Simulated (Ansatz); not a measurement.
Be2Se3, relaxed as a singlet with RKS r2SCAN-D4/def2-SVP in Ansatz, starting from the GFN2-xTB geometry. Force threshold 0.02 eV/Å.

The structure comes from a short search, and lower isomers may exist.

Start:

```xyz
5

Be   -0.5525    0.0400    1.0581
Be   -0.2909    0.3901   -1.0937
Se   -1.9414    0.9908   -0.0758
Se    1.5352   -0.5199   -1.1172
Se    1.2497   -0.9010    1.2285
```

Estimate the energy that the relaxation releases and the steps that it takes.

0.04 eV, in 3 steps; 6 s on 4 threads of Arm Neoverse V1 on a shared host. No frequencies were taken in this run, so the end may be a saddle point.

Does the start keep its bonding and symmetry?

By distances, no bond broke or formed. The bond that changes most is Se4–Se5, from 2.39 to 2.45 Å (atoms count from 1). Point group C2v at the start, C2v at the end, both within 0.05 Å.

Predict the relaxed structure.


```tsv
atom	x (Å)	y (Å)	z (Å)
Be1	-0.5660	0.0353	1.1112
Be2	-0.2910	0.4020	-1.1456
Se3	-1.9270	0.9832	-0.0756
Se4	1.5383	-0.5155	-1.1443
Se5	1.2457	-0.9050	1.2543
```
Bond lengths (bridged metal pairs left out): 4 × Be–Se 2.04 to 2.05 Å; 1 × Se–Se 2.45 Å.
